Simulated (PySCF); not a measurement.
Gas-phase reaction: TiCl4.NH3 + N2 ⇌ TiCl4 + 3 NH

Method: PySCF energies plus ideal-gas RRHO corrections (1 bar). † marks an energy on the PBE0/def2-TZVP geometry and frequencies; other levels use their own. Open shells (unrestricted): NH (multiplicity 3); the rest are closed-shell singlets. Adducts (TiCl4.NH3) have no counterpoise correction, and HF, PBE, BLYP, B3LYP and PBE0 lack dispersion. TiCl4.NH3: computed as isolated molecules; such fragments, hydroxides, amides, oligomers or adducts are transient or little studied in the gas.

```tsv
level	ΔH°(298 K), kJ
BLYP/def2-TZVP†	1138
HF/def2-TZVP†	692
M06-2X/def2-TZVP†	(withheld)
PBE0/def2-TZVP	1128
r2SCAN/def2-TZVP†	(withheld)
```

Task: Fill in the missing entries.

Result: 
- M06-2X/def2-TZVP†, ΔH°(298 K), kJ: 1184
- r2SCAN/def2-TZVP†, ΔH°(298 K), kJ: 1120
